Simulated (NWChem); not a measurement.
CH₂N cation; SMILES C#[NH+]

```xyz
4

C     -0.0003     0.5958     0.0000
N      0.0005    -0.5327     0.0000
H     -0.0008     1.6789     0.0000
H      0.0030    -1.5477     0.0000
```
Atoms are numbered in this order, from 1.

All runs use the structure optimised with PBE0-D3(BJ)/def2-TZVP.

Problem. List the 6 lowest vertical singlet excitations and the 6 lowest triplet ones from PBE0/6-31G* (spherical d), full TDDFT (NWChem).

Solution. 
| state | energy (eV) | oscillator strength | leading excitation (squared amplitude) |
|---|---|---|---|
| S1 | 8.69 | 0.000 | HOMO → LUMO (0.50) |
| S2 | 9.11 | 0.000 | HOMO−1 → LUMO+1 (0.50) |
| S3 | 9.11 | 0.000 | HOMO−1 → LUMO (0.50) |
| S4 | 13.00 | 0.002 | HOMO−1 → LUMO+2 (0.92) |
| S5 | 13.00 | 0.002 | HOMO → LUMO+2 (0.92) |
| S6 | 14.13 | 0.011 | HOMO−2 → LUMO (0.52) |
| T1 | 6.30 | spin-forbidden | HOMO−1 → LUMO (0.51) |
| T2 | 7.35 | spin-forbidden | HOMO−1 → LUMO+1 (0.50) |
| T3 | 7.35 | spin-forbidden | HOMO−1 → LUMO (0.50) |
| T4 | 8.69 | spin-forbidden | HOMO−1 → LUMO+1 (0.50) |
| T5 | 12.06 | spin-forbidden | HOMO−1 → LUMO+2 (0.89) |
| T6 | 12.06 | spin-forbidden | HOMO → LUMO+2 (0.89) |
